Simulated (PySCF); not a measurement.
Cyclohexane, SMILES C1CCCCC1 (C6H12), GFN2-xTB optimised geometry.

```
18

C     -0.76     0.30     2.51
C      0.76     0.30     2.51
C      1.30     1.02     1.27
C      0.76     0.37     0.00
C     -0.76     0.37     0.00
C     -1.30    -0.35     1.23
H     -1.12     1.33     2.56
H     -1.14    -0.23     3.38
H      1.14     0.78     3.41
H      1.12    -0.73     2.51
H      0.98     2.07     1.30
H      2.39     1.00     1.27
H      1.14     0.90    -0.88
H      1.12    -0.66    -0.06
H     -1.14    -0.12    -0.91
H     -1.12     1.40     0.00
H     -0.98    -1.40     1.21
H     -2.39    -0.33     1.23
```

Density from PBE0/def2-SVP (PySCF) at that geometry.

Minimum of the electron density along straight lines between bonded atoms, close to the bond critical point (lines longer than 1.1 times the sum of covalent radii, or with two minima, are not listed):

```tsv
bond	length / Å	ρ at the minimum / e bohr⁻³	∇²ρ there / e bohr⁻⁵	position (fraction from the first atom)
C1–C2	1.526	0.245	-0.56	0.50
C2–C3	1.526	0.245	-0.56	0.50
C3–C4	1.526	0.245	-0.56	0.50
C4–C5	1.526	0.245	-0.56	0.50
C1–C6	1.526	0.245	-0.56	0.50
C5–C6	1.526	0.245	-0.56	0.50
C1–H7	1.093	0.275	-0.98	0.62
C1–H8	1.092	0.275	-0.99	0.62
C2–H9	1.092	0.275	-0.99	0.62
C2–H10	1.093	0.275	-0.98	0.62
C3–H11	1.093	0.275	-0.98	0.62
C3–H12	1.092	0.275	-0.99	0.62
C4–H13	1.092	0.275	-0.99	0.62
C4–H14	1.093	0.275	-0.98	0.62
C5–H15	1.092	0.275	-0.99	0.62
C5–H16	1.093	0.275	-0.98	0.62
C6–H17	1.093	0.275	-0.98	0.62
C6–H18	1.092	0.275	-0.99	0.62
```
